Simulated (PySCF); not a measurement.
Orbital levels and atomic charges

System: (5,3) BN nanotube piece (B14H16N14).

Cartesian coordinates (Å):
```
  1 B     2.798    0.395    0.210
  2 N     2.528    1.794    0.049
  3 B     2.173    2.313   -1.256
  4 N     0.881    2.836   -1.428
  5 B     1.817    2.388    1.170
  6 N     0.457    2.742    0.976
  7 B    -0.075    2.641   -0.366
  8 N    -1.386    2.122   -0.597
  9 B    -0.470    2.685    2.082
 10 N    -1.698    2.048    1.839
 11 B    -1.908    1.809   -1.901
 12 N    -2.595    0.592   -2.053
 13 B    -1.974    1.459    0.553
 14 N    -2.587    0.179    0.383
 15 B    -2.589   -0.352   -0.961
 16 N    -2.382   -1.741   -1.170
 17 B    -2.703   -0.768    1.472
 18 N    -2.313   -2.092    1.215
 19 B    -1.760   -2.443   -0.074
 20 N    -0.483   -3.076   -0.245
 21 B     0.115   -3.127   -1.562
 22 N     1.356   -2.496   -1.752
 23 B     0.424   -2.889    0.874
 24 N     1.613   -2.144    0.666
 25 B     1.925   -1.719   -0.680
 26 N     2.649   -0.521   -0.892
 27 B     2.302   -1.490    1.754
 28 N     2.910   -0.250    1.496
 29 H     2.929    2.265   -2.157
 30 H     0.551    3.090   -2.345
 31 H     2.312    2.469    2.232
 32 H    -0.181    3.079    3.148
 33 H    -2.302    1.815    2.611
 34 H    -1.742    2.519   -2.824
 35 H    -2.885    0.286   -2.969
 36 H    -2.213   -2.059   -2.111
 37 H    -3.060   -0.445    2.544
 38 H    -2.194   -2.732    1.984
 39 H    -0.437   -3.646   -2.461
 40 H     1.757   -2.439   -2.675
 41 H     0.141   -3.270    1.948
 42 H     2.737   -0.159   -1.829
 43 H     2.307   -1.957    2.831
 44 H     3.259    0.293    2.270
```

Method: CAM-B3LYP/6-31G*, gas phase, PySCF, fitting set def2-universal-JFIT up to Ne and JKFIT beyond, grid level 1.

Question: Give the orbital energies near the gap.

Answer: 
```csv
orbital,eV
HOMO-4,-8.85
HOMO-3,-8.76
HOMO-2,-8.54
HOMO-1,-8.35
HOMO,-7.78
LUMO,1.36
LUMO+1,1.50
LUMO+2,1.71
LUMO+3,1.86
```

Question: Give the partial charges of the non-hydrogen atoms.

Answer: 
```tsv
atom	Mulliken	IAO	Hirshfeld
B1	0.48	0.43	0.23
N2	-0.40	-0.46	-0.24
B3	0.23	0.23	0.16
N4	-0.56	-0.48	-0.22
B5	0.26	0.27	0.19
N6	-0.37	-0.43	-0.22
B7	0.44	0.43	0.24
N8	-0.38	-0.44	-0.23
B9	0.26	0.24	0.17
N10	-0.58	-0.48	-0.22
B11	0.25	0.23	0.16
N12	-0.56	-0.48	-0.23
B13	0.43	0.44	0.23
N14	-0.38	-0.44	-0.23
B15	0.43	0.42	0.22
N16	-0.58	-0.51	-0.24
B17	0.26	0.24	0.17
N18	-0.58	-0.48	-0.22
B19	0.48	0.45	0.24
N20	-0.39	-0.45	-0.24
B21	0.24	0.23	0.16
N22	-0.55	-0.48	-0.22
B23	0.26	0.27	0.18
N24	-0.36	-0.42	-0.22
B25	0.42	0.41	0.22
N26	-0.58	-0.50	-0.24
B27	0.26	0.24	0.17
N28	-0.58	-0.48	-0.22
```
